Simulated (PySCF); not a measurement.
Species: C5H10N2.
Cartesian coordinates in Å at the PBE0-D3(BJ)/def2-SVP level; atoms count from 1:
```
atom  x, y, z in Å
C1     2.6035    0.2750    0.0283
N2     1.3655   -0.3361   -0.3893
C3     0.2279   -0.1239    0.4868
C4    -0.3833    1.2612    0.3618
N5    -1.5578    1.3305   -0.1147
C6    -2.0598   -0.0163   -0.3459
C7    -0.9818   -1.0087    0.1311
H8     2.5811    1.3794    0.1423
H9     2.9122   -0.1455    0.9998
H10    3.3971    0.0337   -0.6950
H11    1.1278   -0.0622   -1.3406
H12    0.5808   -0.3072    1.5167
H13    0.1756    2.1777    0.5993
H14   -3.0147   -0.1341    0.1919
H15   -2.3061   -0.1181   -1.4169
H16   -1.3221   -1.5781    1.0073
H17   -0.6927   -1.7402   -0.6367
```

Computed with PySCF at PBE0/pcSseg-1 and B3LYP/def2-SVPD, non-relativistic, on one gas-phase PBE0-D3(BJ)/def2-SVP geometry that isn't relaxed in the solvent. The solvent is an IEF-PCM continuum (Bondi radii, 1.10 Å for H, scaled by 1.2). Specific hydrogen bonds and non-electrostatic terms are outside this model.

Gas phase at PBE0/pcSseg-1: HOMO -6.30 eV, LUMO -0.04 eV, dipole 1.55 D.

What does the continuum do to the energy, the frontier levels and the dipole at PBE0/pcSseg-1 in chloroform and dichloromethane?

| solvent | ε | E(solvent) − E(gas) (kcal/mol) | polarisation term (kcal/mol) | distortion of the solute (kcal/mol) | HOMO (eV) | LUMO (eV) | dipole (D) |
| --- | --- | --- | --- | --- | --- | --- | --- |
| chloroform | 4.711 | -4.67 | -5.12 | 0.45 | -6.28 | -0.05 | 1.87 |
| dichloromethane | 8.93 | -5.63 | -6.30 | 0.67 | -6.28 | -0.06 | 1.93 |

The first energy column is the sum of the next two and covers electrostatics alone. From chloroform to dichloromethane the lowering changes by a factor 1.21, Onsager's factor (ε − 1)/(2ε + 1) by 1.18 and ε itself by 1.9.

Which radius a makes the point-dipole formula ΔE = −[(ε − 1)/(2ε + 1)]·μ²/a³ give the value in dichloromethane, with the gas-phase dipole?

μ = 0.608 au and |ΔE| = 0.00897 Eh give a = 1.37 Å; the farthest nucleus lies 3.32 Å from the centroid of the nuclei, so such a sphere wouldn't even hold the nuclei. The formula assumes a rigid point dipole at the centre of a sphere.

Give the dipole vector in the frame of the coordinates (D, pointing from negative to positive charge), gas and dichloromethane.

Gas (1.29, -0.82, 0.23), solvent (1.64, -0.96, 0.34). Its length changes by +25 % and its direction by 3°.

Which ESP-fitted charges (PBE0/pcSseg-1) respond most in chloroform (means over atoms taken as equivalent)?

| atoms | environment | gas (e) | solvent (e) | change |
| --- | --- | --- | --- | --- |
| N5 | imine nitrogen | -0.569 | -0.647 | -0.078 |
| N2 | secondary amine nitrogen | -0.733 | -0.780 | -0.047 |
| C4 | imine carbon | +0.108 | +0.148 | +0.040 |
| C6 | sp3 carbon bound to nitrogen | +0.245 | +0.275 | +0.030 |
| H11 | N–H hydrogen | +0.391 | +0.417 | +0.026 |
| C3 | sp3 carbon bound to nitrogen | +0.555 | +0.565 | +0.010 |
| H12 | methine hydrogen | -0.033 | -0.027 | +0.006 |
| H8/H9/H10 | methyl hydrogen | +0.116 | +0.122 | +0.006 |
| H16 | methylene hydrogen | +0.086 | +0.091 | +0.005 |
| C7 | ring CH2 carbon | -0.353 | -0.357 | -0.004 |
| C1 | N-methyl carbon | -0.263 | -0.265 | -0.002 |
| H14 | methylene hydrogen | +0.041 | +0.038 | -0.003 |

Gas phase at B3LYP/def2-SVPD: HOMO -6.18 eV, LUMO -0.46 eV, dipole 1.54 D.

What does the continuum do to the energy, the frontier levels and the dipole at B3LYP/def2-SVPD in chloroform?

```
   solvent      ε  E(solvent) − E(gas) (kcal/mol)  polarisation term (kcal/mol)  distortion of the solute (kcal/mol)  HOMO (eV)  LUMO (eV)  dipole (D)
chloroform  4.711                           -4.49                         -5.05                                 0.56      -6.13      -0.43        1.89
```

How does the static polarisability (B3LYP/def2-SVPD, frozen core, with the continuum's full static response) change?

| medium | isotropic (au) | principal values (au) | ⟨r²⟩ of the electrons (bohr²) |
| --- | --- | --- | --- |
| gas | 74.6 | 61.5, 69.7, 92.6 | 821.9 |
| chloroform | 92.5 | 76.9, 88.1, 112.6 | 822.2 |

The isotropic value in chloroform is 1.24 times the gas-phase one; no cavity-field correction is applied. ⟨r²⟩ is taken about the centre of nuclear charge.

Hardware: one thread, Arm Neoverse N1 (shared host). Cost: 32 s of wall time. This is the whole shielding run at PBE0/pcSseg-1 in dichloromethane, SCF included.
